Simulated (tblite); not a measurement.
Species: C₅H₁₃NOSi.
Numbering: `[CH3:1][CH2:2][C@@H:3]1[CH2:4][CH2:5][O:6][Si@H:7]1[NH2:8]` (hydrogens: H9, H10, H11 on C1; H12, H13 on C2; H14 on C3; H15, H16 on C4; H17, H18 on C5; H19 on Si7; H20, H21 on N8)

Structure optimised with GFN2-xTB, isolated species.

Q: Give the optimised bond lengths and angles.

A: 
| bond | length (pm) | order |
| --- | --- | --- |
| C1–C2 | 152.3 | single |
| C2–C3 | 152.8 | single |
| C3–C4 | 153.4 | single |
| C4–C5 | 152.7 | single |
| C5–O6 | 140.6 | single |
| O6–Si7 | 163.6 | single |
| Si7–N8 | 172.4 | single |
| C3–Si7 | 190.9 | single |
| C1–H9, C1–H10, C1–H11 | 108.8 | single |
| C2–H12 | 109.3 | single |
| C2–H13 | 109.5 | single |
| C3–H14 | 109.2 | single |
| C4–H15 | 109.1 | single |
| C4–H16 | 109.1 | single |
| C5–H17 | 109.3 | single |
| C5–H18 | 109.6 | single |
| Si7–H19 | 146.6 | single |
| N8–H20, N8–H21 | 100.7 | single |

Bonds in one row agree within 1 pm and their mean is given. Orders are formal, as drawn. A selection of angles:
| angle | degrees |
| --- | --- |
| C2–C1–H9 | 110.6 |
| C2–C1–H11 | 110.4 |
| H9–C1–H10 | 108.6 |
| H9–C1–H11 | 108.2 |
| C1–C2–C3 | 112.1 |
| C1–C2–H12 | 109.3 |
| C1–C2–H13 | 108.8 |
| C3–C2–H12 | 109.8 |
| C3–C2–H13 | 109.3 |
| H12–C2–H13 | 107.4 |
| C2–C3–C4 | 111.9 |
| C2–C3–Si7 | 113.7 |
| C2–C3–H14 | 108.0 |
| C4–C3–Si7 | 100.0 |
| C4–C3–H14 | 109.1 |
| Si7–C3–H14 | 114.1 |
| C3–C4–C5 | 107.6 |
| C3–C4–H15 | 112.6 |
| C3–C4–H16 | 109.0 |
| C5–C4–H15 | 110.8 |
| C5–C4–H16 | 108.1 |
| H15–C4–H16 | 108.6 |
| C4–C5–O6 | 109.1 |
| C4–C5–H17 | 112.1 |
| C4–C5–H18 | 110.5 |
| O6–C5–H17 | 107.9 |
| O6–C5–H18 | 108.8 |
| H17–C5–H18 | 108.5 |
| C5–O6–Si7 | 113.1 |
| O6–Si7–N8 | 107.8 |
| O6–Si7–H19 | 107.6 |
| N8–Si7–H19 | 117.0 |
| C3–Si7–O6 | 96.0 |
| C3–Si7–N8 | 111.9 |
| C3–Si7–H19 | 114.1 |
| Si7–N8–H20 | 116.3 |
| Si7–N8–H21 | 117.9 |
| H20–N8–H21 | 109.7 |

Torsions: C1–C2–C3–C4 -173° (antiperiplanar); C2–C3–C4–C5 -88° (synclinal); C3–C4–C5–O6 -41° (synclinal); C4–C5–O6–Si7 29° (synperiplanar); C5–O6–Si7–N8 -122° (anticlinal); C2–C3–Si7–O6 104° (anticlinal).

Of the pairs four or more bonds apart, Si7···H9 is among the closest relative to their van der Waals radii: 3.06 Å, 93 % of the sum of Bondi's values. The 5-membered ring C3–C4–C5–O6–Si7 has internal angles of 96.0° to 113.1°; it is puckered, 0.16 Å rms from its mean plane, widest ring torsion 41°. N8 (silicon-bound nitrogen) is pyramidal (angles 117.9°, 116.3° and 109.7°, sum 343.9°, 0.28 Å off the plane of its three neighbours). Si7 (oxygen-bound silicon) has angles from 96.0° to 117.0°. O6 (silyl ether oxygen) is bent (angle 113.1°).

Point group: C1 (no symmetry element, even within 0.4 Å). Its GFN2-xTB frequencies are all real (lowest 64 cm⁻¹). The numbers are those of one conformer (C1–C2–C3–C4 -173°, O6–Si7–N8–H -37° and -171°, C2–C3–C4–C5 -88°, C3–C4–C5–O6 -41°, C4–C5–O6–Si7 29°, C5–O6–Si7–N8 -122°). 3 starts were optimised and ended at 0.00, 1.35 and 1.38 kcal/mol (GFN2-xTB); the lowest of these is shown.

All values are computed, not measured.
